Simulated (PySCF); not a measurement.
**Electron correlation in Li (lithium, neutral)**

[He] 2s1, 2S determinant. All numbers are calculated (PySCF 2.14, the spin-free X2C one-electron Hamiltonian (Gaussian nucleus), in ANO-RCC-VTZP (4s3p2d1f, 30 functions)). Frozen: nothing; 3 electrons correlated.

| level | correlation energy (mhartree) |
| --- | --- |
| CCSD | -36.54 |
| (T) | -0.01 |
| CCSD(T) | -36.55 |
| CCSDT | -36.55 |
| FCI | -36.55 |

Diagnostics: T1 = 0.0015, D1 = 0.0036, largest double amplitude 0.032, weight of the Hartree-Fock determinant in FCI 0.9966 (13050 determinants).

Cost of the coupled-cluster step: roughly 0.3 core-seconds, for 3 correlated electrons.

Iterations:

```
CC2 = 0
CCSD nocc = (np.int64(2), np.int64(1)), nmo = (30, 30)
frozen orbitals [[], []]
max_cycle = 100
direct = 0
conv_tol = 1e-08
conv_tol_normt = 1e-06
diis_space = 8
diis_start_cycle = 0
Init t2, MP2 energy = -0.0313656561122853
Init E_corr(UCCSD) = -0.0313656561125607
cycle = 1  E_corr(UCCSD) = -0.0358056973813477  dE = -0.00444004127  norm(t1,t2) = 0.00746243
cycle = 2  E_corr(UCCSD) = -0.0364331405532469  dE = -0.000627443172  norm(t1,t2) = 0.00148599
cycle = 3  E_corr(UCCSD) = -0.0365562240083111  dE = -0.000123083455  norm(t1,t2) = 0.000524382
cycle = 4  E_corr(UCCSD) = -0.0365389845318649  dE = 1.72394764e-05  norm(t1,t2) = 0.000147799
cycle = 5  E_corr(UCCSD) = -0.0365391354931348  dE = -1.5096127e-07  norm(t1,t2) = 1.08664e-05
cycle = 6  E_corr(UCCSD) = -0.0365393390952542  dE = -2.03602119e-07  norm(t1,t2) = 2.08363e-06
cycle = 7  E_corr(UCCSD) = -0.0365393404581565  dE = -1.36290221e-09  norm(t1,t2) = 1.89414e-07
UCCSD converged
E(UCCSD) = -7.469930371173985  E_corr = -0.03653934045815645
UCCSD(T) correction = -6.84057084146756e-06
```
